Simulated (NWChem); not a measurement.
The numbers come from NWChem runs, not from measurements. System: ClFSn, charge 0, spin multiplicity 1, at a geometry optimised with PBE0/def2-SVP with def2 effective core potentials on Sn. The structure started from a generated list of species. Level: PBE/def2-TZVPP with def2 effective core potentials on Sn.

The NWChem input:

```
start mol
memory heap 200 mb stack 900 mb global 1100 mb
geometry units angstroms nocenter noautoz
  Sn    -0.501709     0.232366     0.000000
  F      0.798443     1.690307     0.000000
  Cl     1.052909    -1.578299     0.000000
  symmetry group Cs
end
basis spherical
  * library def2-tzvpp
end
ecp
  Sn library def2-ecp
end
dft
  xc xpbe96 cpbe96
  semidirect memsize 60000000 filesize 0
  iterations 100
end
task dft energy
```

Output (cleaned and shortened):

```
             Northwest Computational Chemistry Package (NWChem) 7.3.0
             --------------------------------------------------------

                                NWChem Input Module
                                -------------------

 Scaling coordinates for geometry "geometry" by  1.889725989
 (inverse scale =  0.529177249)

 Turning off AUTOSYM since
 SYMMETRY directive was detected!

                             Geometry "geometry" -> ""
                             -------------------------

 Output coordinates in angstroms (scale by  1.889725989 to convert to a.u.)

  No.       Tag          Charge          X              Y              Z
 ---- ---------------- ---------- -------------- -------------- --------------
    1 Sn                  50.0000    -0.50170900     0.23236600     0.00000000
    2 F                    9.0000     0.79844300     1.69030700     0.00000000
    3 Cl                  17.0000     1.05290900    -1.57829900     0.00000000

 Effective nuclear repulsion energy (a.u.)     335.0750784810

            Nuclear Dipole moment (a.u.)
            ----------------------------
        X                 Y               Z
 ---------------- ---------------- ----------------
    -0.0000188973    -0.0000377945     0.0000000000

      Symmetry information
      --------------------

 Group name             Cs
 Group number              2
 Group order               2
 No. of unique centers     3

      Symmetry unique atoms

     1    2    3


 Summary of "ao basis" -> "" (spherical)
 ------------------------------------------------------------------------------
       Tag                 Description            Shells   Functions and Types
 ---------------- ------------------------------  ------  ---------------------
 *                         def2-tzvpp                 on all atoms

 Summary of "ao basis" -> "ao basis" (spherical)
 ------------------------------------------------------------------------------
       Tag                 Description            Shells   Functions and Types
 ---------------- ------------------------------  ------  ---------------------
[...]
              MO Center=  1.6D-01, -3.3D-01,  1.5D-14, r^2= 4.0D+00
   Bfn.  Coefficient  Atom+Function         Bfn.  Coefficient  Atom+Function
  ----- ------------  ---------------      ----- ------------  ---------------
     6      0.378493  1 Sn s                 96      0.379632  3 Cl px
     5      0.373142  1 Sn s                  2      0.295801  1 Sn s
    99      0.264334  3 Cl px                 3     -0.249421  1 Sn s
    56      0.199333  2 F  px                 1     -0.186867  1 Sn s
    93      0.179615  3 Cl px                10      0.167206  1 Sn px

 Vector   25  Occ=0.000000D+00  E=-1.350742D-01  Symmetry=a"
              MO Center= -4.7D-01,  1.5D-01, -8.9D-14, r^2= 3.5D+00
   Bfn.  Coefficient  Atom+Function         Bfn.  Coefficient  Atom+Function
  ----- ------------  ---------------      ----- ------------  ---------------
    18      0.551866  1 Sn pz                12     -0.363080  1 Sn pz
    15      0.351341  1 Sn pz                21      0.272278  1 Sn pz
   101     -0.164574  3 Cl pz                98     -0.155884  3 Cl pz
    58     -0.135786  2 F  pz                64     -0.109216  2 F  pz
    61     -0.103213  2 F  pz                95     -0.084749  3 Cl pz

 Vector   26  Occ=0.000000D+00  E=-5.693753D-02  Symmetry=a'
              MO Center= -6.9D-01,  2.1D-01,  4.8D-15, r^2= 4.7D+00
   Bfn.  Coefficient  Atom+Function         Bfn.  Coefficient  Atom+Function
  ----- ------------  ---------------      ----- ------------  ---------------
    20      0.548559  1 Sn py                17      0.396843  1 Sn py
    14      0.302463  1 Sn py                11     -0.293487  1 Sn py
    32     -0.194230  1 Sn d -2              99     -0.185659  3 Cl px
    86      0.172577  3 Cl s                 96     -0.164728  3 Cl px
    56      0.130187  2 F  px                22      0.120743  1 Sn d -2

 Vector   27  Occ=0.000000D+00  E=-4.535724D-02  Symmetry=a'
              MO Center= -4.1D-01,  5.4D-02,  1.4D-14, r^2= 5.1D+00
   Bfn.  Coefficient  Atom+Function         Bfn.  Coefficient  Atom+Function
  ----- ------------  ---------------      ----- ------------  ---------------
    19      0.574751  1 Sn px                 5      0.415720  1 Sn s
    16      0.375763  1 Sn px                13      0.274099  1 Sn px
    10     -0.266430  1 Sn px                86     -0.262474  3 Cl s
   100     -0.256507  3 Cl py                 2      0.213528  1 Sn s
    97     -0.185332  3 Cl py                 3     -0.179870  1 Sn s

 center of mass
 --------------
 x =  -0.07877187 y =   0.04747923 z =   0.00000000

 moments of inertia (a.u.)
 ------------------
         527.256616466704         164.397227920862           0.000000000000
         164.397227920862         286.604408038586           0.000000000000
           0.000000000000           0.000000000000         813.861024505290

     Multipole analysis of the density
     ---------------------------------

     L   x y z        total         alpha         beta         nuclear
     -   - - -        -----         -----         ----         -------
     0   0 0 0      0.000000    -24.000000    -24.000000     48.000000

     1   1 0 0     -1.342622    -13.944597    -13.944597     26.546572
     1   0 1 0      0.013073      6.154069      6.154069    -12.295064
     1   0 0 1      0.000000      0.000000      0.000000      0.000000

     2   2 0 0    -31.646605    -69.606671    -69.606671    107.566737
     2   1 1 0     -0.842395     32.912772     32.912772    -66.667939
     2   1 0 1     -0.000000     -0.000000     -0.000000      0.000000
     2   0 2 0    -35.298315   -141.296506   -141.296506    247.294698
     2   0 1 1      0.000000      0.000000      0.000000      0.000000
     2   0 0 2    -28.349897    -14.174948    -14.174948      0.000000

 Task  times  cpu:        5.1s     wall:        5.1s

 Total times  cpu:        5.1s     wall:        5.1s
```
